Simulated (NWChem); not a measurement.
System: AlH2SeF; SMILES [F][AlH][SeH]

The following NWChem deck was run.

```
start job
memory heap 200 mb stack 900 mb global 1100 mb
geometry units angstroms noautoz
  Al    -0.533780    -1.156969     0.000020
  F      0.659856    -2.317036    -0.000766
  H     -2.041669    -1.608689    -0.000129
  Se     0.169485     1.034530     0.001546
  H     -1.228694     1.496534     0.001893
end
basis spherical
  * library def2-svpd
end
dft
  xc hfexch
  iterations 150
end
tddft
  cis
  nroots 6
  notriplet
end
task tddft energy
```

Output (shortened):

```
             Northwest Computational Chemistry Package (NWChem) 7.3.0
             --------------------------------------------------------

 CS  symmetry detected

                             Geometry "geometry" -> ""
                             -------------------------

 Output coordinates in angstroms (scale by  1.889725989 to convert to a.u.)

  No.       Tag          Charge          X              Y              Z
 ---- ---------------- ---------- -------------- -------------- --------------
    1 Al                  13.0000    -0.54542020    -1.14941035     0.00000000
    2 F                    9.0000     0.66237642    -2.29472704     0.00000000
    3 H                    1.0000    -2.04764633    -1.61961971     0.00000000
    4 Se                  34.0000     0.13087057     1.05056297     0.00000000
    5 H                    1.0000    -1.27287835     1.49535651     0.00000000

 Effective nuclear repulsion energy (a.u.)     213.9334203359

      Symmetry information
      --------------------

 Group name             Cs
 Group number              2
 Group order               2
 No. of unique centers     5

  xc_inp: hfexch multiplicative factor not found.

                                 NWChem DFT Module
                                 -----------------

 Summary of "ao basis" -> "ao basis" (spherical)
 ------------------------------------------------------------------------------
       Tag                 Description            Shells   Functions and Types
 ---------------- ------------------------------  ------  ---------------------
 Al                        def2-svpd                10       24   5s3p2d
 F                         def2-svpd                 9       23   4s3p2d
 H                         def2-svpd                 4        8   2s2p
 Se                        def2-svpd                15       41   6s5p4d

      Symmetry analysis of basis
      --------------------------

        a'         73
        a"         31

            General Information
            -------------------
          SCF calculation type: DFT
          Wavefunction type:  closed shell.
          No. of atoms     :     5
          No. of electrons :    58
           Alpha electrons :    29
            Beta electrons :    29
          Charge           :     0
          Spin multiplicity:     1
          Use of symmetry is: off; symmetry adaption is: on
          Maximum number of iterations: 150
          AO basis - number of functions:   104
                     number of shells:    42
          Convergence on energy requested:  1.00D-06
          Convergence on density requested:  1.00D-05
          Convergence on gradient requested:  5.00D-04

              XC Information
              --------------
                     Hartree-Fock (Exact) Exchange  1.000

      Superposition of Atomic Density Guess
      -------------------------------------

 Sum of atomic energies:       -2741.60131659

      Non-variational initial energy
      ------------------------------

 Total energy =   -2741.993888
 1-e energy   =   -4245.621470
 2-e energy   =    1289.694162
 HOMO         =      -0.318524
 LUMO         =       0.002963

      Symmetry analysis of molecular orbitals - initial
      -------------------------------------------------

  Numbering of irreducible representations:

     1 a'          2 a"

  Orbital symmetries:

     1 a'          2 a'          3 a'          4 a'          5 a'
     6 a"          7 a'          8 a'          9 a'         10 a'
    11 a"         12 a'         13 a'         14 a'         15 a"
    16 a'         17 a'         18 a"         19 a"         20 a'
    21 a'         22 a'         23 a'         24 a'         25 a"
    26 a'         27 a'         28 a'         29 a"         30 a'
    31 a"         32 a'         33 a'         34 a'         35 a'
    36 a"         37 a'         38 a"         39 a'

   convergence    iter        energy       DeltaE   RMS-Dens  Diis-err
 ---------------- ----- ----------------- --------- --------- ---------
 d= 0,ls=0.0,diis     1  -2741.9737496821 -2.96D+03  6.17D-03  5.01D-01
 d= 0,ls=0.0,diis     2  -2742.0216855769 -4.79D-02  2.06D-03  2.19D-01
 d= 0,ls=0.0,diis     3  -2742.0399541967 -1.83D-02  8.58D-04  2.53D-03
 d= 0,ls=0.0,diis     4  -2742.0407330696 -7.79D-04  2.33D-04  1.93D-04
 d= 0,ls=0.0,diis     5  -2742.0407966417 -6.36D-05  6.83D-05  1.62D-05
  Resetting Diis
 d= 0,ls=0.0,diis     6  -2742.0408023666 -5.72D-06  2.05D-05  2.51D-06
 d= 0,ls=0.0,diis     7  -2742.0408029552 -5.89D-07  5.63D-06  1.38D-07

         Total DFT energy =    -2742.040802955181
      One electron energy =    -4248.198608725805
           Coulomb energy =     1406.761736251280
    Exchange-Corr. energy =     -114.537350816528
 Nuclear repulsion energy =      213.933420335871

 Numeric. integr. density =        0.000000000000

                  Occupations of the irreducible representations
                  ----------------------------------------------

                     irrep           alpha         beta
                     --------     --------     --------
                     a'               22.0         22.0
                     a"                7.0          7.0

                       DFT Final Molecular Orbital Analysis
                       ------------------------------------

 Vector   27  Occ=2.000000D+00  E=-5.178744D-01  Symmetry=a'
              MO Center= -9.8D-01, -4.4D-01, -2.4D-16, r^2= 3.9D+00
   Bfn.  Coefficient  Atom+Function         Bfn.  Coefficient  Atom+Function
  ----- ------------  ---------------      ----- ------------  ---------------
    48      0.301017  3 H  s                  3      0.253670  1 Al s
    59     -0.249405  4 Se s                 71     -0.241972  4 Se px
    68     -0.232927  4 Se px                49      0.225347  3 H  s
    97      0.185637  5 H  s                 58      0.163928  4 Se s
     2      0.159285  1 Al s                  9     -0.159123  1 Al px

[...]

                                NWChem TDDFT Module
                                -------------------

            General Information
            -------------------
           No. of orbitals :     208
            Alpha orbitals :     104
             Beta orbitals :     104
        Alpha frozen cores :       0
         Beta frozen cores :       0
     Alpha frozen virtuals :       0
      Beta frozen virtuals :       0
         Spin multiplicity :       1
    Number of AO functions :     104
        Use of symmetry is : off
      Symmetry adaption is : on
         Schwarz screening :  0.10D-07

              XC Information
              --------------
              Hartree-Fock (Exact) Exchange   1.00

             TDDFT Information
             -----------------
          Calculation type : CIS
         Wavefunction type : Restricted singlets
          No. of electrons :      58
           Alpha electrons :      29
            Beta electrons :      29
              No. of roots :       6
          Max subspacesize :    5200
            Max iterations :     100
               Target root :       1
           Target symmetry : none
      Symmetry restriction : off
                 Algorithm : Optimal
        Davidson threshold :  0.10D-03

    6 smallest eigenvalue differences (eV)
--------------------------------------------------------
  No. Spin  Occ  Vir  Irrep   E(Occ)    E(Vir)   E(Diff)
--------------------------------------------------------
    1    1   29   30 a"       -0.373     0.046    11.425
    2    1   29   31 a'       -0.373     0.055    11.658
    3    1   29   32 a"       -0.373     0.076    12.231
    4    1   29   33 a"       -0.373     0.080    12.336
    5    1   28   30 a'       -0.424     0.046    12.793
    6    1   29   34 a"       -0.373     0.098    12.829
--------------------------------------------------------

  Entering Davidson iterations
  Restricted singlet excited states

  Iter   NTrls   NConv    DeltaV     DeltaE      Time
  ----  ------  ------  ---------  ---------  ---------
    1      6       0     0.79E-01   0.10+100       18.7
    2     12       0     0.56E-01   0.32E-01       18.5
    3     18       0     0.32E-01   0.62E-02       18.6
    4     24       0     0.12E+00   0.14E-01       18.3
    5     30       0     0.29E-01   0.18E-01       19.0
    6     36       0     0.12E-01   0.10E-02       19.0
    7     42       0     0.98E-02   0.28E-03       18.4
    8     48       2     0.40E-02   0.92E-04       18.5
    9     52       3     0.27E-02   0.21E-04       18.2
   10     55       5     0.18E-02   0.63E-05       18.1
   11     56       5     0.89E-03   0.14E-05       17.5
   12     57       5     0.61E-03   0.33E-06       17.8
   13     58       5     0.30E-03   0.97E-07       17.2
   14     59       5     0.12E-03   0.18E-07       17.3
   15     60       6     0.84E-04   0.26E-08       17.3
  ----  ------  ------  ---------  ---------  ---------
  Convergence criterion met

  Ground state a'      -2742.040802955181 a.u.

  ----------------------------------------------------------------------------
  Root   1 singlet a"             0.226622507 a.u.                6.1667 eV
  ----------------------------------------------------------------------------
     Transition Moments    X  0.00000   Y  0.00000   Z  0.21709
     Dipole Oscillator Strength                    0.0071204396
     Electric Quadrupole                           0.0000000159
     Magnetic Dipole                               0.0000006974
     Total Oscillator Strength                     0.0071211530

     Occ.   29  a"  ---  Virt.   30  a'      -0.39562
     Occ.   29  a"  ---  Virt.   32  a'      -0.17023
     Occ.   29  a"  ---  Virt.   33  a'       0.18390
     Occ.   29  a"  ---  Virt.   34  a'      -0.66284
     Occ.   29  a"  ---  Virt.   35  a'      -0.18224
     Occ.   29  a"  ---  Virt.   37  a'      -0.43940
     Occ.   29  a"  ---  Virt.   39  a'      -0.15394
     Occ.   29  a"  ---  Virt.   41  a'       0.15428
     Occ.   29  a"  ---  Virt.   42  a'       0.09912
     Occ.   29  a"  ---  Virt.   43  a'      -0.11276
     Occ.   29  a"  ---  Virt.   45  a'      -0.05697
     Occ.   29  a"  ---  Virt.   46  a'       0.10260
     Occ.   29  a"  ---  Virt.   52  a'      -0.05403
     Occ.   29  a"  ---  Virt.   53  a'      -0.07802
     Occ.   29  a"  ---  Virt.   55  a'       0.09677
  ----------------------------------------------------------------------------
  Root   2 singlet a"             0.244955402 a.u.                6.6656 eV
  ----------------------------------------------------------------------------
     Transition Moments    X -0.00000   Y -0.00000   Z -0.90122
     Dipole Oscillator Strength                    0.1326356357
     Electric Quadrupole                           0.0000002198
     Magnetic Dipole                               0.0000010075
     Total Oscillator Strength                     0.1326368631

     Occ.   27  a'  ---  Virt.   31  a"      -0.08717
     Occ.   28  a'  ---  Virt.   31  a"      -0.13098
     Occ.   29  a"  ---  Virt.   30  a'       0.68333
     Occ.   29  a"  ---  Virt.   32  a'       0.11582
     Occ.   29  a"  ---  Virt.   33  a'       0.41597
     Occ.   29  a"  ---  Virt.   34  a'      -0.14512
     Occ.   29  a"  ---  Virt.   35  a'      -0.44933
     Occ.   29  a"  ---  Virt.   39  a'      -0.08082
     Occ.   29  a"  ---  Virt.   42  a'      -0.06032
     Occ.   29  a"  ---  Virt.   43  a'      -0.25189
     Occ.   29  a"  ---  Virt.   45  a'      -0.07929
     Occ.   29  a"  ---  Virt.   46  a'      -0.06445
  ----------------------------------------------------------------------------
  Root   3 singlet a'             0.248015959 a.u.                6.7489 eV
  ----------------------------------------------------------------------------
     Transition Moments    X  0.20903   Y  0.66924   Z -0.00000
     Dipole Oscillator Strength                    0.0812782221
     Electric Quadrupole                           0.0000001138
     Magnetic Dipole                               0.0000000171
     Total Oscillator Strength                     0.0812783530

     Occ.   28  a'  ---  Virt.   33  a'       0.10774
     Occ.   28  a'  ---  Virt.   34  a'      -0.10931
     Occ.   28  a'  ---  Virt.   35  a'      -0.15122
     Occ.   28  a'  ---  Virt.   37  a'      -0.07056
     Occ.   28  a'  ---  Virt.   39  a'      -0.09975
     Occ.   28  a'  ---  Virt.   43  a'      -0.09528
     Occ.   28  a'  ---  Virt.   45  a'      -0.05195
     Occ.   29  a"  ---  Virt.   31  a"       0.89373
     Occ.   29  a"  ---  Virt.   36  a"      -0.24173
     Occ.   29  a"  ---  Virt.   38  a"      -0.07736
     Occ.   29  a"  ---  Virt.   40  a"       0.19071
  ----------------------------------------------------------------------------
  Root   4 singlet a"             0.265376246 a.u.                7.2213 eV
  ----------------------------------------------------------------------------
     Transition Moments    X  0.00000   Y  0.00000   Z -0.32084
     Dipole Oscillator Strength                    0.0182117391
     Electric Quadrupole                           0.0000005730
     Magnetic Dipole                               0.0000046077
     Total Oscillator Strength                     0.0182169198

     Occ.   27  a'  ---  Virt.   31  a"       0.16675
     Occ.   27  a'  ---  Virt.   47  a"       0.05391
     Occ.   28  a'  ---  Virt.   31  a"       0.91110
     Occ.   28  a'  ---  Virt.   36  a"      -0.22938
     Occ.   28  a'  ---  Virt.   38  a"      -0.06057
     Occ.   28  a'  ---  Virt.   40  a"       0.15281
     Occ.   28  a'  ---  Virt.   59  a"      -0.05989
     Occ.   29  a"  ---  Virt.   30  a'       0.15775
     Occ.   29  a"  ---  Virt.   35  a'      -0.05293
     Occ.   29  a"  ---  Virt.   42  a'       0.07317
  ----------------------------------------------------------------------------
  Root   5 singlet a"             0.289881061 a.u.                7.8881 eV
  ----------------------------------------------------------------------------
     Transition Moments    X  0.00000   Y  0.00000   Z -0.02232
     Dipole Oscillator Strength                    0.0000963009
     Electric Quadrupole                           0.0000002424
     Magnetic Dipole                               0.0000002078
     Total Oscillator Strength                     0.0000967511

     Occ.   29  a"  ---  Virt.   30  a'       0.12944
     Occ.   29  a"  ---  Virt.   32  a'      -0.71573
     Occ.   29  a"  ---  Virt.   34  a'      -0.19332
     Occ.   29  a"  ---  Virt.   37  a'       0.46822
     Occ.   29  a"  ---  Virt.   39  a'       0.23708
     Occ.   29  a"  ---  Virt.   41  a'       0.35812
     Occ.   29  a"  ---  Virt.   46  a'      -0.05371
     Occ.   29  a"  ---  Virt.   48  a'      -0.05257
     Occ.   29  a"  ---  Virt.   49  a'       0.08147
  ----------------------------------------------------------------------------
  Root   6 singlet a'             0.291092998 a.u.                7.9210 eV
  ----------------------------------------------------------------------------
     Transition Moments    X -0.26315   Y -0.28847   Z -0.00000
     Dipole Oscillator Strength                    0.0295875836
     Electric Quadrupole                           0.0000001180
     Magnetic Dipole                               0.0000007715
     Total Oscillator Strength                     0.0295884731

[...]
```

Level: Hartree-Fock/def2-SVPD, CIS. Coordinates come from a PBE0/def2-SVP optimisation.
